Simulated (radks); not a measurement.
Q: Species: Ge II. Configuration: [Ar] 3d10 4s2 4p1. Method: scalar-relativistic Kohn-Sham, LDA (Slater exchange, Perdew-Wang correlation), spin-polarised, spherical densities, finite nucleus; open shells are filled with parallel spins first; Fermi nuclear charge, rms radius 4.0742 fm; computed with a radial shooting solver on a logarithmic mesh with Libxc functionals. Some entries of the table are withheld. Estimate them.

| orbital | occ. | eigenvalue (hartree) | r(max) (bohr) | <1/r> (bohr^-1) |
|---|---|---|---|---|
| 1s up | 1 | -402.4107 | 0.03077 | 32.33 |
| 1s down | 1 | -402.4092 | 0.03077 | 32.33 |
| 2s up | 1 | -50.65841 | 0.1763 | 7.094 |
| 2s down | 1 | -50.65775 | 0.1763 | 7.094 |
| 2p up | 3 | -44.36106 | 0.1412 | 6.963 |
| 2p down | 3 | -44.35990 | 0.1412 | 6.963 |
| 3s up | 1 | -6.49727 | 0.5429 | 2.281 |
| 3s down | 1 | -6.49556 | 0.5429 | 2.282 |
| 3p up | 3 | -4.57358 | 0.5430 | 2.130 |
| 3p down | 3 | -4.57149 | 0.5430 | 2.130 |
| 3d up | 5 | -1.41959 | (1) | 1.781 |
| 3d down | 5 | -1.41558 | (2) | 1.785 |
| 4s up | 1 | -0.75273 | 1.708 | (3) |
| 4s down | 1 | -0.72356 | 1.698 | (4) |
| 4p up | 1 | -0.43410 | (5) | 0.5123 |
| 4p down | 0 | -0.40450 | (6) | 0.5096 |

A: 
(1) 3d up r(max) (bohr): 0.5016
(2) 3d down r(max) (bohr): 0.5015
(3) 4s up <1/r> (bohr^-1): 0.6476
(4) 4s down <1/r> (bohr^-1): 0.6504
(5) 4p up r(max) (bohr): 2.075
(6) 4p down r(max) (bohr): 2.071
